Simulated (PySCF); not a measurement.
Compound: C9H10O.
InChI=1S/C9H10O/c1-3-5-8(2)9-6-4-7-10-9/h3-7H,1H2,2H3/b8-5+

Torsions of this conformer, `[CH2:1]=[CH:2]/[CH:3]=[C:4](\[CH3:5])[c:6]1[cH:7][cH:8][cH:9][o:10]1`: C1–C2–C3–C4 180°, C3–C4–C6–C7 180°.

The closed-shell ground state was solved at several levels (PySCF, density fitting, gas phase, non-relativistic). Geometry: PBE0-D3(BJ)/def2-SVP, one conformer, isolated molecule.

```tsv
level	basis functions	total energy (Eh)	HOMO (eV)	LUMO (eV)	gap (eV)	dipole (D)
wB97X-D/def2-SVPD	283	-423.7100	-7.42	0.26	7.68	1.00
PBE/pcSseg-1	220	-423.5717	-4.92	-2.12	2.80	1.09
```

(1) What might PBE0/pcSseg-1 (220 basis functions) give for the same quantities?

(2) Over all these levels, which gives the widest orbital gap and which the narrowest?

(3) How far do the dipole and the HOMO energy spread over the levels?

Answers

(1) Total energy -423.5977 Eh, HOMO -5.77 eV, LUMO -1.34 eV, gap 4.43 eV, dipole 1.03 D.

(2) wB97X-D/def2-SVPD (range-separated hybrid) has the widest, 7.68 eV, and PBE/pcSseg-1 (GGA) the narrowest, 2.80 eV. Functional and basis both differ between the two, so the spread mixes both effects.

(3) The dipole runs from 1.00 to 1.09 D (mean 1.04 D) and the HOMO from -7.42 to -4.92 eV.

The pairwise dispersion term of wB97X-D wasn't added to the energies; at a given geometry it leaves orbitals and properties as they are.
